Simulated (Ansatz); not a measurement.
Program: Ansatz. Geometries: PBE0-D4/def2-TZVP. ΔE: electronic, gas phase. CBS: MP2 limit from def2 TZ/QZ plus the TZ coupled-cluster correction, frozen cores. This one scheme is used for every species. Functionals use def2-TZVPP. B3LYP here is the variant with VWN-RPA as its local correlation; programs differ in this. One conformer a species, not always the lowest.

`O=COC[SiH2]Cl` + `C=C=N` → `C=C=N[SiH2]Cl` + `COC=O`  (ligand exchange at the Si–C bond)

Task: Is it downhill or uphill in electronic energy at CCSD(T)/CBS, and by how much? (Estimate.)

Result: Ansatz gave: Downhill: ΔE = -0.90 eV.

Task: What do these levels give: PBE0-D4, PBE, B3LYP, MP2/def2-QZVPP, MP2/CBS(def2), CCSD/CBS(def2)? (An estimate is asked.)

Result: Computed: PBE0-D4 -0.86, PBE -0.83, B3LYP -0.94, MP2/def2-QZVPP -0.98, MP2/CBS(def2) -0.98, CCSD/CBS(def2) -0.91 eV.

Largest T1 diagnostic among the species: 0.015.

In def2-TZVPP, CCSD(T) changes the Hartree–Fock value by +0.20 eV (the triples alone add +0.02 eV) and MP2 by +0.12 eV. From PBE to PBE0 (25 % exact exchange), in def2-TZVPP and without D4, ΔE moves by −0.05 eV.
